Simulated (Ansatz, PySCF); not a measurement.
CH₈FNSi₂, SMILES C[SiH2][Si@H](F)N. Atoms are numbered in the order given.

```xyz
13

C      1.9749     0.6096    -1.5678
Si     0.6623    -0.6612    -1.0732
Si    -0.4110     0.0205     0.8934
N     -1.2180     1.5039     0.5508
F     -1.4140    -1.1901     1.3806
H      2.4397     0.3492    -2.5322
H      1.5199     1.6089    -1.6584
H      2.7706     0.6670    -0.8078
H      1.2729    -2.0116    -0.9053
H     -0.3719    -0.7650    -2.1476
H      0.4856     0.2849     2.0491
H     -1.5566     2.1043     1.2999
H     -1.8036     1.5958    -0.2762
```
Charge 0, spin multiplicity 1.

The structure is a stationary point at TPSSh-D3(BJ)/def2-SVP. The structure was generated by enumeration; whether it is a known compound was not checked. One conformer was computed; it need not be the lowest.

Two levels are set side by side: PBE-D3(BJ)/def2-SVP (Ansatz, a program for electronic structure) and TPSSh-D3(BJ)/def2-SVP (PySCF). Each level has its own optimised geometry; the coordinates shown are those of the second. Frequencies come from the Hessian of PySCF at each geometry. Differences are taken from unrounded values.

```csv
quantity,TPSSh-D3(BJ)
mean bond length (Å),1.451
bond C1–Si2 (Å),1.893
bond Si2–Si3 (Å),2.342
bond Si3–N4 (Å),1.723
bond Si3–F5 (Å),1.646
bond C1–H6 (Å),1.102
bond C1–H7 (Å),1.102
bond C1–H8 (Å),1.102
bond Si2–H9 (Å),1.491
bond Si2–H10 (Å),1.495
bond Si3–H11 (Å),1.486
bond N4–H12 (Å),1.018
bond N4–H13 (Å),1.017
highest harmonic wavenumber (cm⁻¹),3636
mean harmonic wavenumber (cm⁻¹),1226
zero-point energy (kcal/mol),57.83
```

### Question
What does PBE-D3(BJ) give, and how far is it from TPSSh-D3(BJ)? (An estimate is asked for; the answer gives what the named calculation found.)

### Answer

```
quantity                            PBE-D3(BJ)  PBE-D3(BJ) minus TPSSh-D3(BJ)
----------------------------------  ----------  -----------------------------
mean bond length (Å)                     1.460                          0.009
bond C1–Si2 (Å)                          1.897                          0.004
bond Si2–Si3 (Å)                         2.346                          0.004
bond Si3–N4 (Å)                          1.732                          0.009
bond Si3–F5 (Å)                          1.656                          0.010
bond C1–H6 (Å)                           1.108                          0.007
bond C1–H7 (Å)                           1.108                          0.007
bond C1–H8 (Å)                           1.109                          0.007
bond Si2–H9 (Å)                          1.507                          0.015
bond Si2–H10 (Å)                         1.511                          0.016
bond Si3–H11 (Å)                         1.503                          0.017
bond N4–H12 (Å)                          1.023                          0.006
bond N4–H13 (Å)                          1.023                          0.006
highest harmonic wavenumber (cm⁻¹)        3582                            -54
mean harmonic wavenumber (cm⁻¹)           1189                            -36
zero-point energy (kcal/mol)             56.11                          -1.71
```

Exact exchange shortens and stiffens bonds; PBE has none. Differences between two approximate levels are no errors against the true value.
